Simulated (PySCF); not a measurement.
Ge(F)(SH)3 (FGeH3S3), SMILES [SH][Ge]([SH])([SH])[F].

Coordinates come from a B3LYP-D3(BJ)/def2-SVP optimisation. The structure was generated by enumeration, and PubChem lists no compound with its InChIKey, so it may never have been made. Other conformers were not sampled.

Two levels are set side by side: TDA-PBE/def2-SVPD (PySCF) and TDA-ωB97X/def2-SVPD (PySCF). Vertical, same geometry. The lowest singlet is HOMO→LUMO 98 % with PBE and HOMO→LUMO 74 % with the other functional; states are paired by order. Differences are taken from unrounded values.

```tsv
quantity	TDA-ωB97X
lowest singlet excitation (eV)	5.68
lowest triplet excitation (TDA) (eV)	5.20
```

### Question
What does TDA-PBE give, and how far is it from TDA-ωB97X? (Estimate from the structure and the level; the computed values follow.)

### Answer

| quantity | TDA-PBE | TDA-PBE minus TDA-ωB97X |
|---|---|---|
| lowest singlet excitation (eV) | 4.51 | -1.17 |
| lowest triplet excitation (TDA) (eV) | 4.17 | -1.04 |

Functionals without exact exchange tend to place singlet excitations lower, as here. Differences between two approximate levels are no errors against the true value.

Rough cost on one machine, each run with all the roots and properties that it gave: TDA-ωB97X against TDA-PBE about 5 times.
